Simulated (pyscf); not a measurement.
`[O]=[MoH](=[O])[F]`, singlet

Gas-phase minimum from PySCF at ωB97X-D3(BJ)/def2-SVP, one conformer. 

SMILES: [F][MoH](=[O])=[O]
```xyz
5

O      1.7470    -0.6146    -0.8924
Mo     0.2601    -0.0363    -0.4413
O      0.1779     1.5554    -0.8972
F     -1.1629    -1.0654    -1.0001
H      0.3404     0.0251     1.2590
```

Bonded distances (Å): O1–Mo2 1.658, Mo2–O3 1.658, Mo2–F4 1.843, Mo2–H5 1.703. Bond angles (°): O1–Mo2–O3 107.7, O1–Mo2–F4 114.5, O1–Mo2–H5 104.0, O3–Mo2–F4 114.5, O3–Mo2–H5 104.0, F4–Mo2–H5 111.1.

Properties at ωB97X-D3(BJ)/def2-SVP:

```yaml
harmonic_wavenumbers_unscaled: 225, 229, 370, 619, 680, 749, 1083, 1120, 2023 cm⁻¹
zero_point_energy: 10.1 kcal/mol
rotational_symmetry_number: 1
Entropy of this conformer at 298 K and 1 atm, rigid rotor and harmonic oscillator, modes under 100 cm⁻¹ raised to 100: 301.7 J/(mol K)
dipole_moment: 1.47 D
```

Single-point totals, which compare only within one level:

```
level                   total energy (hartree)
----------------------  ----------------------
ωB97X-D3(BJ)/def2-TZVP              -319.36493
PBE/def2-TZVP                       -319.14865
r²SCAN/def2-TZVP                    -319.27998
B3LYP-D3(BJ)/def2-TZVP              -319.36743
PBE0-D3(BJ)/def2-TZVP               -319.06540
M06-2X/def2-TZVP                    -319.09618
ωB97M-D3(BJ)/def2-TZVP              -319.32618
```

Elements past Kr carry the def2 core potentials, without spin-orbit coupling.
